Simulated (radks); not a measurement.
Problem. Calculated with a radial shooting solver on a logarithmic mesh with Libxc functionals: Dirac Kohn-Sham, PBEsol, spin-unpolarised, spherical densities, point nucleus. Each species is in its NIST ground configuration. Rank Pb2+, Si2+, Sn2+, C2+, Ge2+ by mean radius of the outermost orbital (bohr), largest first.

Solution. Sn2+ 2.21, Pb2+ 2.17, Si2+ 1.95, Ge2+ 1.94, C2+ 1.36.
